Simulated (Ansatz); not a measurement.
The same path of C$_{2}$H$_{9}$ClSi$_{2}$ (14 atoms, charge 0, multiplicity 1) was run twice with different band settings. The coordinate that changes most is the dihedral H7–C1–Si2–Si3.

The calculation used RKS LDA/def2-SVP (Ansatz).

Relaxed end points:

```xyz
14
Properties=species:S:1:pos:R:3
C -1.893 1.259 1.252
Si -0.602 1.053 -0.093
Si 0.535 -0.980 0.107
C 1.834 -1.164 -1.252
Cl 2.693 -2.717 -1.081
H -2.646 0.445 1.201
H -2.422 2.229 1.143
H -1.420 1.231 2.257
H -1.246 1.113 -1.458
H 0.408 2.175 -0.032
H 1.230 -1.065 1.442
H -0.428 -2.136 0.002
H 1.363 -1.132 -2.258
H 2.580 -0.342 -1.202
```

```xyz
14
Properties=species:S:1:pos:R:3
C -2.047 1.125 1.126
Si -0.766 0.922 -0.229
Si 0.682 -0.855 0.225
C 1.980 -1.043 -1.134
Cl 3.071 -2.403 -0.762
H -2.728 1.972 0.901
H -1.556 1.323 2.102
H -2.659 0.204 1.227
H -1.438 0.672 -1.560
H 0.051 2.185 -0.378
H 1.397 -0.628 1.533
H -0.087 -2.148 0.328
H 1.500 -1.235 -2.118
H 2.589 -0.119 -1.232
```

Common settings: movable images 9; climbing image yes; spring 5.0 eV/Å²; optimiser quadratic models (default); start path IDPP; force threshold 0.03 eV/Å; end points relaxed.

| run | iteration limit |
| --- | --- |
| 1 | 60 |
| 2 | 6 |

Task: What does each run give, and how far can it be trusted?

Result: Run 1: converged after 3 iterations, highest image 0.068 eV above the first end. A vibrational analysis at the climbing image gives one clearly imaginary mode, 171i cm⁻¹: a first-order saddle point.
Run 2: converged after 3 iterations, highest image 0.068 eV above the first end. Another band between the same ends (9 images) ends at a top of the same energy, where a vibrational analysis finds 1 clearly imaginary mode.
